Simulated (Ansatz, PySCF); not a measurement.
Energy difference R1 → P1 + P2, each structure at its B3LYP-D3(BJ)/def2-TZVP stationary point, reached from a drawn start (curvature not checked).
P1: O atom, charge 0, multiplicity 3.
P2, BrHg (SMILES [Br][Hg]) (charge 0, multiplicity 2, Z-matrix in Å and degrees):
```
Hg
Br 1 2.6165
```
R1, BrHgO (SMILES [O]=[Hg][Br]) (charge 0, multiplicity 2):
```xyz
3

Hg     0.0051     0.0015    -0.1401
Br    -0.0825    -0.0247     2.2671
O      0.0774     0.0233    -2.1271
```

P less R. No zero-point or thermal terms; open shells are unrestricted; no spin–orbit coupling. The spin states of the d-block species are the ones drawn and need not be the lowest.

Cores are frozen in the correlated methods. In cc and def2 sets filled d and f shells under p-block atoms count as core.

Run with Ansatz (Gaussian orbitals); PySCF for M06-2X. No computed number here is a measurement. Elements past Kr take the def2 small-core potentials, without spin–orbit coupling.

```
level               reaction energy (kcal/mol)
------------------  --------------------------
BLYP/def2-TZVPP                          61.64
revPBE/def2-TZVPP                        60.58
r2SCAN/def2-TZVPP                        63.67
B97M-V/def2-TZVPP                        61.85
M06-2X/def2-TZVPP                        99.03
wB97M-V/def2-TZVPP                       61.63
MP2/def2-QZVPP                           60.56
CCSD(T)/def2-SVP                           [?]
CCSD(T)/def2-QZVPP                         [?]
```

Question: Complete the blanks.

Answer: 
- CCSD(T)/def2-SVP, reaction energy (kcal/mol): 43.59
- CCSD(T)/def2-QZVPP, reaction energy (kcal/mol): 57.48

Ansatz is a first-principles code.
